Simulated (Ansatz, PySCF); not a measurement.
Caution: the highest occupied level lies above zero, so the state may not be bound. This triplet is an excited state, 0.78 eV above the relaxed singlet at the level frozen-core CCSD(T)/aug-cc-pVTZ // PBE0-D3(BJ)/def2-TZVPD (Ansatz, an electronic-structure program).

Cartesian coordinates (Å):
SMILES: B[BH-]
```xyz
5

B      0.9981    -0.4172    -0.0043
B     -0.5795    -0.0358    -0.0013
H      2.0532     0.1802     0.0056
H     -0.9847     1.1242     0.0145
H     -1.4871    -0.8514    -0.0145
```
Charge -1, spin multiplicity 3.

Question: What is the computed total energy and highest occupied spin orbital (PBE0-D3(BJ)/def2-TZVPD (PySCF))?

Answer: 
```json
{
 "total_energy": "-1397.10 eV",
 "highest_occupied_spin_orbital": "0.93 eV"
}
```
